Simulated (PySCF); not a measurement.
O2Si, SMILES [Si]([O])=O (connectivity only; charge and spin as stated), charge -1, multiplicity 2.

The structure is a stationary point at PBE0-D3(BJ)/def2-TZVPD. The isomer is the one that the SMILES or the coordinates give; other isomers of the formula were not compared.

Level of theory: PySCF with PBE0-D3(BJ)/def2-TZVPD.

Frequencies are harmonic and unscaled.

Give all harmonic wavenumbers and intensities. (The exact figures need the calculation; the answer reports its results.)


```json
[
 {"mode": "1", "ν (cm⁻¹)": "339", "IR (km/mol)": "35.5", "moving atoms (share of kinetic energy)": "O 59 %, Si 41 %"},
 {"mode": "2", "ν (cm⁻¹)": "951", "IR (km/mol)": "23.2", "moving atoms (share of kinetic energy)": "O 88 %, Si 12 %"},
 {"mode": "3", "ν (cm⁻¹)": "1228", "IR (km/mol)": "212.9", "moving atoms (share of kinetic energy)": "O 50 %, Si 50 %"}
]
```
